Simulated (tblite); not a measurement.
C7H6NO (doublet state).
Atom-mapped SMILES: `[H]/[N:1]=[CH:2]\[c:3]1[cH:4][cH:5][cH:6][cH:7][c:8]1[O:9]` (hydrogens: H10 on N1; H11 on C2; H12 on C4; H13 on C5; H14 on C6; H15 on C7)
Bond orders are those of one Lewis drawing.

Computed with GFN2-xTB (tblite), gas phase: L-BFGS steps from a force-field or distance-geometry start until the largest atomic force falls under 0.01 eV/Å.

Step 5: E = -678.5784 eV
```
atom  x, y, z in Å  |  force x, y, z in eV/Å
N1     -3.0228   -0.0010   -0.0404   -0.242   0.345  -0.046
C2     -2.0198   -0.7400    0.0844   -0.026   0.152  -0.047
C3     -0.6410   -0.3131    0.0350    0.199  -0.042   0.031
C4      0.3563   -1.2504    0.1957    0.143  -0.220  -0.011
C5      1.6894   -0.9104    0.1586    0.178  -0.060   0.043
C6      2.0473    0.4230   -0.0402   -0.068   0.092  -0.025
C7      1.0934    1.3885   -0.1989    0.162  -0.025   0.000
C8     -0.3124    1.0794   -0.1707   -0.035   0.205  -0.008
O9     -1.1715    1.9696   -0.3119   -0.252  -0.154   0.008
H10    -2.8081    0.9950   -0.1852   -0.085  -0.012  -0.002
H11    -2.1858   -1.8049    0.2397    0.000   0.050  -0.001
H12     0.0630   -2.2745    0.3433    0.043  -0.234   0.052
H13     2.4413   -1.6687    0.2912    0.102  -0.034  -0.007
H14     3.0918    0.6925   -0.0711    0.038   0.034   0.003
H15     1.3744    2.4230   -0.3515   -0.157  -0.096   0.010
```

Step 6: E = -678.5924 eV
```
atom  x, y, z in Å  |  force x, y, z in eV/Å
N1     -3.0184    0.0117   -0.0419   -0.171   0.166  -0.019
C2     -2.0158   -0.7291    0.0836   -0.037   0.067  -0.045
C3     -0.6295   -0.3181    0.0356   -0.032  -0.081   0.040
C4      0.3642   -1.2587    0.1978    0.077  -0.146  -0.034
C5      1.6929   -0.9098    0.1584    0.125  -0.048   0.043
C6      2.0452    0.4255   -0.0403    0.100  -0.039  -0.004
C7      1.0936    1.3883   -0.1982    0.011   0.011  -0.014
C8     -0.3091    1.0718   -0.1701   -0.027   0.162   0.009
O9     -1.1824    1.9473   -0.3084   -0.262   0.019  -0.024
H10    -2.8257    1.0100   -0.1882    0.021   0.006   0.001
H11    -2.1855   -1.7992    0.2383   -0.002   0.214  -0.020
H12     0.0646   -2.2806    0.3443    0.082  -0.247   0.058
H13     2.4410   -1.6660    0.2901    0.243  -0.111   0.008
H14     3.0916    0.6935   -0.0709   -0.003   0.037   0.002
H15     1.3689    2.4213   -0.3518   -0.127  -0.010   0.000
```

Step 7: E = -678.6026 eV
```
atom  x, y, z in Å  |  force x, y, z in eV/Å
N1     -3.0178    0.0232   -0.0433   -0.047   0.000   0.003
C2     -2.0145   -0.7187    0.0821   -0.027   0.033  -0.037
C3     -0.6210   -0.3229    0.0366   -0.158  -0.058   0.030
C4      0.3718   -1.2673    0.1987   -0.043  -0.081  -0.036
C5      1.6976   -0.9106    0.1591    0.111  -0.067   0.036
C6      2.0456    0.4263   -0.0404    0.084  -0.085   0.007
C7      1.0933    1.3885   -0.1980   -0.077  -0.041  -0.008
C8     -0.3078    1.0692   -0.1694   -0.036   0.009   0.030
O9     -1.1950    1.9306   -0.3063   -0.205   0.122  -0.038
H10    -2.8382    1.0218   -0.1905    0.082   0.048  -0.002
H11    -2.1854   -1.7910    0.2369   -0.022   0.278  -0.029
H12     0.0675   -2.2902    0.3462    0.132  -0.164   0.043
H13     2.4455   -1.6661    0.2894    0.287  -0.114   0.012
H14     3.0916    0.6952   -0.0707    0.000   0.044  -0.001
H15     1.3624    2.4200   -0.3522   -0.081   0.075  -0.012
```

**Question.** Estimate the geometry and energy of step 8. (The exact step hangs on the optimiser's Hessian estimate; all steps are aligned on step 7, rigid shifts and turns removed.)

**Answer.** E = -678.6117 eV, largest force 0.271 eV/Å
```
atom  x, y, z in Å  |  force x, y, z in eV/Å
N1     -3.0186    0.0340   -0.0444    0.056  -0.070   0.010
C2     -2.0144   -0.7077    0.0797    0.000   0.004  -0.020
C3     -0.6152   -0.3276    0.0382   -0.176  -0.029   0.015
C4      0.3779   -1.2769    0.1986   -0.045   0.028  -0.026
C5      1.7046   -0.9135    0.1606   -0.010  -0.092   0.019
C6      2.0463    0.4260   -0.0405    0.068  -0.134   0.023
C7      1.0921    1.3872   -0.1979   -0.171  -0.026  -0.009
C8     -0.3083    1.0673   -0.1683   -0.113  -0.075   0.031
O9     -1.2102    1.9173   -0.3050   -0.024   0.095  -0.026
H10    -2.8478    1.0333   -0.1926    0.116   0.067  -0.003
H11    -2.1859   -1.7787    0.2351   -0.054   0.238  -0.027
H12     0.0730   -2.3024    0.3488    0.163  -0.053   0.018
H13     2.4553   -1.6681    0.2890    0.261  -0.072   0.010
H14     3.0922    0.6977   -0.0706   -0.023   0.043  -0.003
H15     1.3546    2.4202   -0.3527   -0.048   0.074  -0.011
```

The energy changes by -0.0091 eV. The first-order estimate −F·Δx gives -0.0130 eV and the mean of the old and new forces, exact on a quadratic surface, -0.0091 eV. The step makes an angle of 59° with the force vector and moves no atom by more than 0.020 Å.

What follows is the cost of the whole relaxation. Hardware: one thread, Arm Neoverse V1 (aarch64), no GPU, on a shared host. Cost: 0.19 s.
